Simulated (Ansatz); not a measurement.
`OC[O][SnH3]` and `C[O][SnH3]` differ in one atom or group.

Ansatz, PBE0-D4/def2-TZVP geometries, multiplicity 1. Each molecule was computed in one conformer, which needn't be the lowest.

Elements past krypton have def2 core potentials.

| property | `OC[O][SnH3]` |
| --- | --- |
| HOMO energy (ωB97M-V/def2-TZVPP) / eV | -9.92 |
| HOMO–LUMO gap (ωB97M-V/def2-TZVPP) / eV | 10.87 |
| HOMO–LUMO gap (B3LYP/def2-TZVPP) / eV | 6.56 |
| HOMO energy (PBE0/def2-TZVPP) / eV | -7.52 |
| HOMO–LUMO gap (PBE0/def2-TZVPP) / eV | 7.02 |
| size of the dipole moment (B3LYP/def2-TZVPP) / D | 2.55 |

(1) What does the change do to each property? (An estimate is asked.)

Results:

(1) Computed: 
```csv
property,`C[O][SnH3]`,shift
HOMO energy (ωB97M-V/def2-TZVPP) / eV,-9.88,0.04
HOMO–LUMO gap (ωB97M-V/def2-TZVPP) / eV,10.95,0.08
HOMO–LUMO gap (B3LYP/def2-TZVPP) / eV,6.62,0.06
HOMO energy (PBE0/def2-TZVPP) / eV,-7.50,0.02
HOMO–LUMO gap (PBE0/def2-TZVPP) / eV,7.10,0.08
size of the dipole moment (B3LYP/def2-TZVPP) / D,1.39,-1.16
```

Dipoles are sizes alone; their direction can turn.

B3LYP here is the variant with VWN-RPA as its local correlation; programs differ in this.
